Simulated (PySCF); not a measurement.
A GIAO shielding run with PySCF 2.14.0 with density-fitted response routines (density fitting, non-relativistic, gas phase) on SMILES C1=CC=C(NC)N=C1, C6H8N2:

```
{"job": {"kind": "nmr", "xc": "PBE0", "basis": "pcSseg-0", "pop": true}, "charge": 0, "multiplicity": 1}
C      2.749145     0.321536    -0.102739
N      1.644701    -0.361573    -0.701137
C      0.349597    -0.243137    -0.296935
C     -0.048946     0.678888     0.696560
C     -1.393719     0.740189     1.030424
C     -2.307607    -0.099043     0.391501
C     -1.804807    -0.975782    -0.568132
N     -0.525033    -1.054371    -0.907351
H      2.892878     0.062038     0.963818
H      3.670198     0.058598    -0.639120
H      2.635331     1.418039    -0.165994
H      1.807497    -1.120138    -1.349326
H      0.678270     1.324537     1.189675
H     -1.729196     1.445410     1.795491
H     -3.371850    -0.078872     0.630168
H     -2.481995    -1.659905    -1.094216
```

Hardware: 1 thread of an Arm Neoverse V2, shared host. The job also computes population analyses, field gradients.

Question: How large is the calculation?

Answer: 58 electrons, 88 basis functions and 808 auxiliary functions.

Question: How long does it take?

Answer: 7.6 s of wall time, with 14 SCF cycles and 5 response iterations. Times on a shared host scatter by some tens of per cent.

Question: And these other runs on the same molecule and hardware: GIAO shielding at BHandHLYP/pcSseg-1; GIAO shielding at KT2/pcSseg-1; GIAO shielding at KT3/pcSseg-1; GIAO shielding at LC-wPBE/pcSseg-1; GIAO shielding at WP04/pcSseg-1; GIAO shielding at mPW1PW91/pcSseg-1?

Answer: BHandHLYP/pcSseg-1: 176 functions, 18 s; KT2/pcSseg-1: 176 functions, 29 s; KT3/pcSseg-1: 176 functions, 29 s; LC-wPBE/pcSseg-1: 176 functions, 36 s; WP04/pcSseg-1: 176 functions, 19 s; mPW1PW91/pcSseg-1: 176 functions, 19 s.
